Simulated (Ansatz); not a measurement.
Stepwise reaction of `[CH3][Ge]([CH3])([CH3])[Br]` with hydrogen, as a gas-phase model of exchange steps in deposition or etching. ΔE in kJ/mol.

Computed with Ansatz on PBE0-D4/def2-TZVP structures; ΔE is electronic, products minus reactants. CCSD(T)/CBS adds triple-zeta CCSD(T) − MP2 to the extrapolated MP2 energy (def2 sets, frozen cores). This one scheme is used for every species. DFT in def2-TZVPP. B3LYP here is the variant with VWN-RPA as its local correlation; programs differ in this. For Br, Ge outer-core shells are correlated without core-valence functions, which leaves a few kJ/mol of doubt a bond. Scalar relativity is left out up to krypton.

```tsv
step	reaction	PBE-D4	B3LYP-D4	ωB97M-V	CCSD(T)/CBS
2	`[CH3][GeH]([CH3])[Br]` + H₂ → `[CH3][GeH2][Br]` + CH₄	-28.3	-32.2	-29.8	-26.2
3	`[CH3][GeH2][Br]` + H₂ → `[GeH3][Br]` + CH₄	-28.5	-32.7	-30.3	-26.1
```

Question: Give the row of step 1, `[CH3][Ge]([CH3])([CH3])[Br]` + H₂ → `[CH3][GeH]([CH3])[Br]` + CH₄. (Estimate.)

Answer: Computed: 
```
step                                                            reaction  PBE-D4  B3LYP-D4  ωB97M-V  CCSD(T)/CBS
   1  `[CH3][Ge]([CH3])([CH3])[Br]` + H₂ → `[CH3][GeH]([CH3])[Br]` + CH₄   -28.2     -31.7    -29.3        -26.0
```

Question: By hand: ΔE of the 3 steps together at CCSD(T)/CBS.

Answer: (-26.0) + (-26.2) + (-26.1) = -78.3 kJ/mol, or -26.1 kJ/mol a step.

In ΔE the steps differ by no more than 0.2 kJ/mol. All are downhill at CCSD(T)/CBS. PBE-D4 differs from CCSD(T)/CBS by -2.4 to -2.1 kJ/mol a step. Isolated molecules leave out the surface, adducts and barriers. Largest T1 diagnostic: 0.009.
